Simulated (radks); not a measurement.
Values are calculated unless marked as measured or tabulated.
Question: Gd33+, configuration [Ar] 3d10 4s2 4p1 (the NIST ground configuration). Level of theory: scalar-relativistic Kohn-Sham, PBE, spin-polarised, spherical densities, finite nucleus; open shells are filled with parallel spins first (spin-orbit coupling, left out, can overturn this in heavy ions); Fermi nuclear charge, rms radius 5.1569 fm (a radial shooting solver on a logarithmic mesh with Libxc functionals). Some entries of the table are withheld. Estimate them.

orbital,occ.,eigenvalue (hartree),<r^2> (bohr^2),<1/r> (bohr^-1)
1s up,1,-1888.884,0.0006548,71.65
1s down,1,-1888.855,0.0006548,71.65
2s up,1,-351.0212,0.01024,16.65
2s down,1,-351.0058,0.01024,16.65
2p up,3,-317.7354,0.008244,15.54
2p down,3,-317.7107,0.008244,15.54
3s up,1,-112.0268,0.06614,6.202
3s down,1,-111.9960,0.06610,6.203
3p up,3,-101.6838,0.06574,5.844
3p down,3,-101.6491,0.06569,5.845
3d up,5,-88.36143,0.05429,5.554
3d down,5,-88.32950,0.05424,5.555
4s up,1,-52.37205,0.2683,2.980
4s down,1,-52.19112,0.2683,2.981
4p up,1,-48.48553,0.2822,2.826
4p down,0,-48.30573,0.2824,2.827
4d up,0,-43.39601,0.2843,2.661
4d down,0,-43.22533,0.2844,2.662
5s up,0,-30.37048,0.7655,(1)
5s down,0,-30.28199,0.7667,(2)

Answer: 
(1) 5s up <1/r> (bohr^-1): 1.758
(2) 5s down <1/r> (bohr^-1): 1.757
